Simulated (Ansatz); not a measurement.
```yaml
crystal:
  periodic: [false, false, false]
  atoms:
    - {symbol: C, position_ang: [0.147476, -1.074356, 1.541034]}
    - {symbol: Ge, position_ang: [0.683237, 0.023550, 0.040661]}
    - {symbol: F, position_ang: [1.826010, -0.929560, -0.870661]}
    - {symbol: Si, position_ang: [-0.906125, 0.890601, -1.514936]}
    - {symbol: Cl, position_ang: [1.833385, 1.683194, 0.805740]}
    - {symbol: H, position_ang: [1.040516, -1.373663, 2.090418]}
    - {symbol: H, position_ang: [-0.510597, -0.509651, 2.202140]}
    - {symbol: H, position_ang: [-0.372745, -1.963250, 1.181707]}
    - {symbol: H, position_ang: [-1.844120, 1.772201, -0.775027]}
    - {symbol: H, position_ang: [-0.177600, 1.659834, -2.551357]}
    - {symbol: H, position_ang: [-1.654138, -0.236001, -2.128920]}
basis:
  gaussian: {orbitals: pcseg-2, final_grid: {core_spheres: 20, valence_spheres: 16, degree: 47}}
hamiltonian: {xc: {name: HF}, pseudopotentials: {relativity: none}}
correlation: {method: mp2, electrons: all}
```

```sh
$ ansatz run in.yaml --threads 2 --pin off --events-out ev --progress --plain --max-ram 31744MiB --backend cpu
```

It prints (some lines left out):

```
Functional definition: HF
1549 factors; integrals over basis functions are off by at most 7.5e-4 eV
mean field evaluation 1: about -80672.0622 eV, gradient 3.9e1 eV
mean field evaluation 2: about -80672.2483 eV, gradient 3.9e1 eV
mean field evaluation 4: about -80675.9843 eV, gradient 4.0e0 eV
mean field evaluation 8: about -80676.0600 eV, gradient 2.7e-1 eV
mean field -80676.06031087 eV, -2964.7905322269 hartree, gradient 4.0e-6 eV, S^2 0.000000; 0 other end points of the search recorded, 0 dependent functions left out
reference -80676.06031087 eV, -2964.7905322269 hartree; 42, 42 occupied and 213, 213 virtual orbitals, 1549 factors
second order -29.98852277 eV of doubles, -0.00000000 eV of singles
Total energy: -80706.04883365 eV, -2965.8925901118 hartree
```

It took 8 s on 2 threads of an AMD EPYC 7R13 on a shared host, with 0.69 GiB of host memory at the peak.
